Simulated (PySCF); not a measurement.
C2H7BFNO, SMILES CCNB(O)F.

Coordinates come from a PBE-D3(BJ)/def2-SVP optimisation. The structure was generated by enumeration, and PubChem lists no compound with its InChIKey, so it may never have been made. The values are those of a single conformer.

Level of theory: TDDFT-PBE/def2-SVPD (PySCF).

Vertical excitations. Gas-phase values at a fixed geometry.

Computed excitation energies, oscillator strengths and character:
```csv
state,energy (eV),λ (nm),f,main pairs
S1,5.51,225,0.004,HOMO→LUMO 100 %
S2,6.20,200,0.033,HOMO→LUMO+1 100 %
S3,6.90,180,0.020,HOMO→LUMO+2 93 %
S4,6.98,178,0.016,"HOMO→LUMO+3 76 %, HOMO→LUMO+4 20 %"
S5,7.33,169,0.064,"HOMO→LUMO+5 54 %, HOMO→LUMO+4 39 %"
S6,7.77,160,0.006,HOMO−1→LUMO 98 %
S7,7.88,157,0.130,"HOMO→LUMO+5 33 %, HOMO→LUMO+6 27 %, HOMO→LUMO+4 25 %, HOMO→LUMO+3 7 %"
S8,7.90,157,0.016,HOMO−2→LUMO 97 %
S9,8.18,152,0.027,HOMO→LUMO+6 68 %
S10,8.20,151,0.031,HOMO−3→LUMO 97 %
T1,5.40,230,0,HOMO→LUMO 100 %
T2,6.09,204,0,HOMO→LUMO+1 99 %
T3,6.55,189,0,"HOMO→LUMO+3 43 %, HOMO→LUMO+4 33 %, HOMO→LUMO+2 18 %"
T4,6.75,184,0,"HOMO→LUMO+2 79 %, HOMO→LUMO+3 18 %"
```
Triplets are in the Tamm–Dancoff approximation, which puts them higher than full response would, so one can lie above its singlet here.
